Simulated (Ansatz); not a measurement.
Start from `C[SiH2]C(=S)S` and change one atom or group to get `OC(=S)S`.

Ansatz, PBE0-D4/def2-TZVP geometries, multiplicity 1. Each molecule was computed in one conformer, which needn't be the lowest.

```tsv
property	`C[SiH2]C(=S)S`
HOMO energy (PBE/def2-TZVPP) / eV	-5.29
HOMO energy (PBE0/def2-TZVPP) / eV	-6.45
size of the dipole moment (B3LYP/def2-TZVPP) / D	1.33
HOMO–LUMO gap (PBE/def2-TZVPP) / eV	2.06
LUMO energy (ωB97M-V/def2-TZVPP) / eV	-0.37
HOMO energy (B3LYP/def2-TZVPP) / eV	-6.21
```

Q: What does the change do to each property? (An estimate is asked.)

A: Ansatz gave: 
```
                                        property  `OC(=S)S`  shift
               HOMO energy (PBE/def2-TZVPP) / eV      -5.81  -0.52
              HOMO energy (PBE0/def2-TZVPP) / eV      -7.03  -0.58
size of the dipole moment (B3LYP/def2-TZVPP) / D       2.37   1.04
             HOMO–LUMO gap (PBE/def2-TZVPP) / eV       3.36   1.30
           LUMO energy (ωB97M-V/def2-TZVPP) / eV       0.54   0.91
             HOMO energy (B3LYP/def2-TZVPP) / eV      -6.78  -0.57
```

With PBE0 the HOMO falls by 0.58 eV and the LUMO rises by 0.83 eV, so the gap widens by about 1.41 eV. PBE moves the HOMO by -0.52 eV and ωB97M-V by -0.61 eV. Dipoles are sizes alone; their direction can turn.

B3LYP here is the variant with VWN-RPA as its local correlation; programs differ in this.
